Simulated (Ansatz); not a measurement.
InI, SMILES [In][I] (connectivity only; charge and spin as stated), neutral, multiplicity 1.

Geometry: PBE0-D3(BJ)/def2-TZVP. The def2 effective core potentials stand for the cores of I, In; spin–orbit coupling is left out.

Two levels are set side by side: PBE/def2-TZVPD (Ansatz, an electronic-structure program) and PBE0/def2-TZVPD (Ansatz). Energy differences of separate SCF runs at the same geometry; the states with an electron removed or added have multiplicity 2 and 2. Differences are taken from unrounded values.

```json
[
 {"quantity": "vertical ionisation energy (eV)", "PBE0": "8.80", "PBE": "8.78", "PBE minus PBE0": "-0.02"},
 {"quantity": "vertical electron affinity (eV)", "PBE0": "0.49", "PBE": "0.43", "PBE minus PBE0": "-0.06"},
 {"quantity": "vertical singlet–triplet gap (eV)", "PBE0": "3.04", "PBE": "3.13", "PBE minus PBE0": "0.09"}
]
```
